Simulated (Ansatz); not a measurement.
Geometry optimisation, Ansatz 0.2.0, RKS B3LYP/def2-SVP.

input.yaml

```yaml
crystal:
  periodic: [false, false, false]
  atoms:
    - { symbol: "N", position_ang: [-1.7091, 0.4872, 0.6653] }
    - { symbol: Si, position_ang: [-0.5418, -0.2433, -0.4044] }
    - { symbol: Si, position_ang: [1.1547, -0.9388, 0.8156] }
    - { symbol: B, position_ang: [0.166, 1.054, -1.7169] }
    - { symbol: F, position_ang: [0.7363, 2.2541, -1.2958] }
    - { symbol: H, position_ang: [-2.044, -0.1686, 1.356] }
    - { symbol: H, position_ang: [-1.2408, 1.2932, 1.1819] }
    - { symbol: H, position_ang: [-1.1056, -1.3709, -1.1012] }
    - { symbol: H, position_ang: [0.7164, -1.895, 1.8676] }
    - { symbol: H, position_ang: [1.7945, 0.213, 1.5377] }
    - { symbol: H, position_ang: [2.1758, -1.574, -0.0228] }
    - { symbol: H, position_ang: [-0.0254, 0.8338, -2.8491] }
basis:
  gaussian: { orbitals: def2-SVP }
hamiltonian:
  xc: b3lyp
relax:
  f_tol: 0.015
  max_steps: 40
```

Run as:

```bash
$ ansatz run input.yaml --threads 2 --pin off --max-ram 3072MiB --backend cpu --events-out ev --progress --plain --runs-dir out
```

Where does it end, and by what steps?

The run converged. The force dipped under the threshold on the way, but the program's further checks kept it going. After 20 steps the energy has fallen by 0.619 eV; F5 moved furthest, 0.92 Å.

| step | energy less start (eV) | largest force component (eV/Å) | accepted |
| --- | --- | --- | --- |
| 0 | 0.0000 | 2.400 | yes |
| 1 | -0.2941 | 2.486 | yes |
| 2 | -0.4212 | 1.076 | yes |
| 3 | -0.5145 | 1.180 | yes |
| 4 | -0.5433 | 0.795 | yes |
| 5 | -0.5780 | 0.113 | yes |
| 6 | -0.5941 | 0.118 | yes |
| 7 | -0.5920 | 0.719 | no |
| 8 | -0.6032 | 0.061 | yes |
| 9 | -0.6102 | 0.096 | yes |
| 10 | -0.6097 | 0.304 | no |
| 11 | -0.6141 | 0.044 | yes |
| 12 | -0.6164 | 0.045 | yes |
| 13 | -0.6156 | 0.296 | no |
| 14 | -0.6179 | 0.048 | yes |
| 15 | -0.6178 | 0.051 | no |
| 16 | -0.6181 | 0.020 | yes |
| 17 | -0.6185 | 0.008 | yes |
| 18 | -0.6187 | 0.033 | yes |
| 19 | -0.6185 | 0.044 | no |
| 20 | -0.6188 | 0.012 | yes |

```xyz
12
Properties=species:S:1:pos:R:3
N -1.749 0.568 0.718
Si -0.566 -0.201 -0.310
Si 1.329 -1.109 0.814
B 0.113 1.132 -1.685
F -0.131 2.429 -1.533
H -2.164 0.065 1.497
H -1.606 1.544 0.964
H -1.193 -1.367 -1.012
H 0.899 -2.090 1.859
H 2.112 -0.034 1.500
H 2.245 -1.813 -0.136
H 0.789 0.821 -2.643
```

Whether the end is a true minimum wasn't checked by a vibrational analysis.

The run took 26 s on 2 threads of AMD EPYC 9R45 96-Core Processor (Zen 5), on a shared host, peak memory 0.28 GiB.
